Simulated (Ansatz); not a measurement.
Reaction (ligand exchange at a Ge–C bond): `C=[CH][GeH3]` + H₂S → `[SH][GeH3]` + `C=C`

Gas-phase electronic energies from Ansatz, PBE0-D4/def2-TZVP geometries. CCSD(T)/CBS is the MP2 limit (def2-TZVPP, def2-QZVPP) plus CCSD(T) − MP2 in def2-TZVPP, frozen cores. This one scheme is used for every species. Functionals use def2-TZVPP. For Ge outer-core shells are correlated without core-valence functions, which leaves a few kJ/mol of doubt a bond. Scalar relativity is left out up to krypton.

| level | ΔE (kJ/mol) |
| --- | --- |
| PBE | -59.3 |
| RPA@PBE/def2-TZVPP | -49.4 |

Task: What does CCSD(T)/CBS give? (An estimate is asked.)

Result: Computed: -54.0 kJ/mol. The listed levels differ from it by -5.3, 4.6 kJ/mol.

Largest T1 diagnostic among the species: 0.012.

In def2-TZVPP, CCSD(T) changes the Hartree–Fock value by +12.2 kJ/mol (the triples alone add +0.8 kJ/mol) and MP2 by +11.1 kJ/mol. Leaving LDA and LC-ωPBE aside and taking each functional with its dispersion term where it has one, the values, not all of them listed here, spread over 4.5 kJ/mol, from BHLYP-D4 to CAM-B3LYP-D4. LDA lies +6.7 kJ/mol from PBE without D4.
